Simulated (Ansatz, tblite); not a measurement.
Forces on Rb2Pb2Br6 at its PBE-D4/def2-SVP geometry. Total charge 0; singlet.

In the def2 sets Pb, Rb take a core potential; there is no spin–orbit coupling. The xTB rows come from tblite. Another isomer (singlet) lies 0.23 eV lower at PBE0-D4/def2-SVP; other spin states weren't run for this one.

GFN1-xTB (tblite), largest force 0.90 eV/Å:

```xyz
10
positions Å, forces eV/Å
Rb   -0.133   -3.090   -0.237   -0.071    0.344    0.124
Rb   -1.175    0.546    2.251    0.294   -0.107   -0.315
Pb   -1.016    0.628   -3.046    0.365   -0.134    0.544
Pb    2.294    1.602   -0.019   -0.721    0.059    0.540
Br    1.559    2.945    2.257    0.037   -0.507   -0.485
Br   -2.552   -0.923   -1.408    0.454    0.223   -0.116
Br    1.367   -0.718   -2.619   -0.675    0.270    0.209
Br   -1.840   -2.591    2.423    0.107    0.121   -0.105
Br   -0.433    2.407   -0.882    0.334   -0.693   -0.127
Br    1.929   -0.806    1.281   -0.124    0.424   -0.268
```

GFN2-xTB (tblite), largest force 0.91 eV/Å:

```
Rb -0.116 -0.158 0.211
Rb -0.048 -0.079 0.226
Pb 0.176 -0.178 0.433
Pb -0.310 0.088 0.850
Br 0.153 -0.450 -0.576
Br 0.467 0.263 -0.299
Br -0.596 0.289 -0.012
Br 0.163 0.145 -0.162
Br 0.191 -0.460 -0.294
Br -0.079 0.541 -0.377
```

PBE-D4/def2-SVP (Ansatz), largest force 0.02 eV/Å:

```
Rb 0.001 0.001 -0.003
Rb 0.005 0.004 0.009
Pb -0.002 0.004 0.003
Pb 0.005 -0.009 -0.013
Br -0.002 0.007 0.009
Br -0.003 -0.002 -0.013
Br 0.002 0.001 0.004
Br -0.001 0.000 0.002
Br -0.005 -0.006 -0.002
Br 0.001 0.000 0.004
```
